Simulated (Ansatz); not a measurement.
Consider the ligand exchange at a Ge–O bond: `C[O][GeH3]` + `CCN[SiH2]Cl` → `CC[N]([GeH3])[SiH2]Cl` + CH₃OH.

Computed with Ansatz on PBE0-D4/def2-TZVP structures; ΔE is electronic, products minus reactants. CBS: MP2 limit from def2 TZ/QZ plus the TZ coupled-cluster correction, frozen cores. This one scheme is used for every species. For Ge outer-core shells are correlated without core-valence functions, which leaves a few kJ/mol of doubt a bond. Scalar relativity is left out up to krypton. One conformer a species, not always the lowest.

| species | CCSD(T)/CBS(def2) energy (Eh) |
| --- | --- |
| `C[O][GeH3]` | -2192.93708 |
| `CCN[SiH2]Cl` | -884.55705 |
| `CC[N]([GeH3])[SiH2]Cl` | -2961.87329 |
| CH₃OH | -115.61712 |

Task: Work out ΔE.

Result: ΔE = (-2961.87329) + (-115.61712) − (-2192.93708) − (-884.55705) = 0.00372 Eh = +9.8 kJ/mol.

Largest T1 diagnostic among the species: 0.011.

The D4 term adds −12.1 kJ/mol with B3LYP and −7.0 kJ/mol with PBE0; it sums over pairs of atoms, weighted by their polarisabilities, and B3LYP, whose exchange is more repulsive, gets the larger term. In def2-TZVPP, CCSD(T) changes the Hartree–Fock value by −21.1 kJ/mol (the triples alone add −2.6 kJ/mol) and MP2 by −23.5 kJ/mol. Leaving LDA and LC-ωPBE aside and taking each functional with its dispersion term where it has one, the values, not all of them listed here, spread over 9.4 kJ/mol, from revPBE-D4 to B2PLYP. LDA lies −7.9 kJ/mol from PBE without D4.

B3LYP here is the variant with VWN-RPA as its local correlation; programs differ in this.
